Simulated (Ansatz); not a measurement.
Program: Ansatz. Geometries: PBE0-D4/def2-TZVP. ΔE: electronic, gas phase. CCSD(T)/CBS adds triple-zeta CCSD(T) − MP2 to the extrapolated MP2 energy (def2 sets, frozen cores). DFT in def2-TZVPP. Elements past krypton have def2 core potentials. For Ge, In outer-core shells are correlated without core-valence functions, which leaves a few kJ/mol of doubt a bond. Scalar relativity is left out up to krypton. One conformer a species, not always the lowest.

`[SiH3]/N=[C]1/[CH2][GeH2]1` + `[OH][In]([SH])[Cl]` → `[SiH3][O][In]([SH])[Cl]` + `N=[C]1[CH2][GeH2]1`  (ligand exchange at the Si–N bond)

| species | PBE-D4 energy (Eh) |
| --- | --- |
| `[SiH3]/N=[C]1/[CH2][GeH2]1` | -2501.03056 |
| `[OH][In]([SH])[Cl]` | -1124.69342 |
| `[SiH3][O][In]([SH])[Cl]` | -1415.27486 |
| `N=[C]1[CH2][GeH2]1` | -2210.46111 |

Question: Work out ΔE.

Answer: ΔE = (-1415.27486) + (-2210.46111) − (-2501.03056) − (-1124.69342) = -0.01199 Eh = -0.33 eV. CCSD(T)/CBS gives -0.52 eV.

Largest T1 diagnostic among the species: 0.015.

From PBE to PBE0 (25 % exact exchange), in def2-TZVPP and without D4, ΔE moves by −0.09 eV. In def2-TZVPP, CCSD(T) changes the Hartree–Fock value by +0.18 eV (the triples alone add +0.05 eV) and MP2 by +0.23 eV.
